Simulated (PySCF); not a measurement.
A ladder for the ionisation energy of Si²⁺

Si²⁺ [Ne] 3s2 (1S) → Si³⁺ [Ne] 3s1 (2S). Scalar values calculated with PySCF 2.14 in x2c-QZVPPall with one added diffuse shell each of s, p, d, f type (spin-free X2C; valence: [Ne] frozen; valence and next inner shell: 1s2 frozen). The spin-orbit shift comes from two-component X2C-1e calculations (generalised Hartree-Fock, GHF, and MP2 on its spinors, GMP2) in x2c-QZVPPall-2c: GMP2 gives 32.929 eV without and 32.929 eV with screened spin-orbit coupling, a shift of 0.000 eV (GHF: 0.000 eV). Sums use unrounded values; where a UHF row is shifted, it takes the GHF shift.

| method | scalar (eV) | plus spin-orbit shift (eV) | error (eV) |
| --- | --- | --- | --- |
| UHF | 32.019 | 32.019 | -1.474 |
| LDA | 33.592 | 33.592 | 0.099 |
| PBE | 33.447 | 33.447 | -0.046 |
| PBE0 | 33.309 | 33.309 | -0.184 |
| r2SCAN | 32.936 | 32.936 | -0.557 |
| B97-3 | 33.542 | 33.542 | 0.049 |
| BP86 | 33.523 | 33.523 | 0.030 |
| M06-2X | 33.698 | 33.698 | 0.205 |
| M06-L | 33.336 | 33.336 | -0.157 |
| MP2 (valence) | 32.929 | 32.929 | -0.564 |
| SCS-MP2 (valence) | 33.111 | 33.111 | -0.382 |
| MP2 (valence and next inner shell) | 33.188 | 33.188 | -0.305 |
| SCS-MP2 (valence and next inner shell) | 33.314 | 33.314 | -0.179 |
| CCSD (valence) | 33.258 | 33.258 | -0.235 |
| CCSD(T) (valence) | 33.258 | 33.258 | -0.235 |
| CCSDT (valence) | 33.258 | 33.258 | -0.235 |
| FCI (valence) | 33.258 | 33.258 | -0.235 |
| CCSD (valence and next inner shell) | 33.400 | 33.400 | -0.093 |
| CCSD(T) (valence and next inner shell) | 33.437 | 33.437 | -0.056 |

Reference: 33.493 eV (measured; NIST Atomic Spectra Database, ionization energies).

The errors of the correlated levels include the incompleteness of the basis and the frozen core, so a lower level can come closer by cancellation.
